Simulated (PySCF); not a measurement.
Ti(F)3(Cl)(NH3) (ClF3H3NTi), SMILES [Cl][Ti]([F])([F])([F])<-[NH3], multiplicity 1. Atoms are numbered in the order given.

```xyz
9

Ti     0.1672    -0.3384     0.0000
F     -0.3263    -1.1071     1.4957
F      1.8465    -0.8150     0.0000
F     -0.3263    -1.1071    -1.4957
Cl     0.4359     1.8820     0.0000
N     -2.0759     0.2427     0.0000
H     -2.3135     0.7995     0.8229
H     -2.6754    -0.5855     0.0000
H     -2.3135     0.7995    -0.8229
```
Charge 0, spin multiplicity 1.

The structure is a stationary point at B3LYP-D3(BJ)/def2-SVP. The multiplicity is an assumed one; other spin states were not compared.

Two levels are set side by side: PBE/pcSseg-1 (PySCF) and PBE0/pcSseg-1 (PySCF). GIAO shifts against CFCl3 (¹⁹F), HCl (³⁵Cl), NH3 (¹⁵N), TMS (¹H) at the same level; non-relativistic, no solvent, atoms listed together averaged. Without spin–orbit terms, shifts of atoms bonded to Cl or Br come out too high at both levels. Differences are taken from unrounded values.

```
quantity               PBE0
--------------------  -----
δ(³⁵Cl) of Cl5 (ppm)  673.9
δ(¹⁵N) of N6 (ppm)     45.7
```

Problem. What does PBE give, and how far is it from PBE0? (Estimate from the structure and the level; the computed values follow.)

Solution. 
```tsv
quantity	PBE	PBE minus PBE0
δ(³⁵Cl) of Cl5 (ppm)	706.8	32.9
δ(¹⁵N) of N6 (ppm)	48.8	3.1
```

Rough cost on one machine, each run with all the roots and properties that it gave: PBE0 against PBE within a factor of 2.
